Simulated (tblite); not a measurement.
Run record: tight-binding relaxation, `CP(C)(=[Se])CCCO`.

Computed with GFN2-xTB geometry optimisation, gas phase (tblite 0.8.0). Start geometry: from a force field or distance geometry. The command runs a driver script over a list of jobs; the input below is this job's line of settings and its coordinates in Å.

Command:
```bash
OMP_NUM_THREADS=1 python probes_run.py task.json out
```

Input:
```
{"job": {"kind": "relax", "xc": "GFN2-xTB", "basis": "xTB"}, "charge": 0, "multiplicity": 1}
C     -2.284200    -1.127400     1.146000
P     -1.246000     0.196100     0.431700
C     -2.130500     0.993100    -0.860300
Se    -0.795800     1.824600     1.891500
C      0.299800    -0.591400    -0.012000
C      1.464200     0.383300     0.032400
C      2.728500    -0.345200    -0.369300
O      3.808800     0.555000    -0.310600
H     -1.736900    -2.103500     1.164000
H     -2.591300    -0.880200     2.185200
H     -3.196500    -1.280600     0.552100
H     -2.004500     0.601400    -1.878300
H     -3.246400     0.864500    -0.640600
H     -2.018400     2.119000    -0.813800
H      0.271200    -1.031900    -1.035200
H      0.517900    -1.374700     0.749000
H      1.562800     0.695400     1.100400
H      1.318600     1.220600    -0.670500
H      2.907800    -1.118900     0.441000
H      2.690200    -0.811400    -1.362100
H      3.671700     1.229100     0.413600
```

Output:
```
step      E/eV     max force
  0    -737.20277    3.519
  1    -737.60193    1.616
  2    -737.70864    0.593
  3    -737.74034    0.448
  4    -737.78424    0.506
  5    -737.80092    0.367
  6    -737.81995    0.312
  7    -737.83667    0.415
  8    -737.85239    0.422
  9    -737.86487    0.254
... (115 lines left out)
125    -738.08073    0.013
126    -738.08077    0.014
127    -738.08080    0.013
128    -738.08084    0.013
129    -738.08089    0.013
130    -738.08094    0.017
131    -738.08100    0.017
132    -738.08105    0.014
133    -738.08110    0.012
134    -738.08113    0.009
```

«max force» is the largest atomic force in eV/Å.

From which step on does the largest force stay under 0.1 eV/Å, and how much energy is left to gain from there?

From step 110 (0.073 eV/Å), 4.4 meV above the end.

Summary of the converged run: energy lowered by 20.3 kcal/mol over 134 steps; largest atomic force 0.009 eV/Å at the end.

Where do the atoms end?

0.558 Å rms from the input after alignment:
```
atom  x, y, z in Å
C1    -2.4368   -1.2352    0.9753
P2    -1.2538    0.1492    0.7745
C3    -1.9159    1.1267   -0.6261
Se4   -0.9657    1.2734    2.5183
C5     0.2831   -0.6558    0.1446
C6     1.3528    0.3862   -0.1507
C7     2.7271   -0.2549   -0.3623
O8     3.7045    0.6816   -0.7357
H9    -2.0478   -1.9121    1.7345
H10   -3.3817   -0.8247    1.3285
H11   -2.5894   -1.7689    0.0398
H12   -1.9631    0.5357   -1.5380
H13   -2.9112    1.4730   -0.3509
H14   -1.2777    1.9961   -0.7724
H15    0.0502   -1.2571   -0.7370
H16    0.6257   -1.3220    0.9429
H17    1.4073    1.0836    0.6925
H18    1.0921    0.9577   -1.0448
H19    3.0289   -0.7906    0.5503
H20    2.6845   -0.9742   -1.1850
H21    3.7781    1.3493   -0.0440
```

Estimate the wall time. Hardware: an Intel Xeon Platinum 8375C at 2.90 GHz with one thread, shared host.

About 1.7 s.
Labels such as C1 count atoms from 1, the log's own numbers from 0.
